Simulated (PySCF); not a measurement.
BiBr2, SMILES [Br][Bi+][Br] (connectivity only; charge and spin as stated), charge +1, multiplicity 1. Atoms are numbered in the order given.

```xyz
3

Bi     0.0000     0.0000     0.7371
Br     0.0000    -1.9710    -0.8740
Br     0.0000     1.9710    -0.8740
```
Charge +1, spin multiplicity 1.

The structure is a stationary point at B3LYP-D3(BJ)/def2-SVP. The multiplicity is an assumed one; other spin states were not compared. The isomer is the one that the SMILES or the coordinates give; other isomers of the formula were not compared. The def2 effective core potentials stand for the cores of Bi; spin–orbit coupling is left out.

All values below come from B3LYP/def2-TZVPD (PySCF).

Mulliken values depend strongly on the basis, most of all with diffuse functions as here. ESP charges are fitted to the potential on shells at 1.4 to 2.0 van der Waals radii. Atomic charges (e):

```csv
atom,ESP fit,Mulliken
Bi1,0.93,1.12
Br2,0.04,-0.06
Br3,0.04,-0.06
```
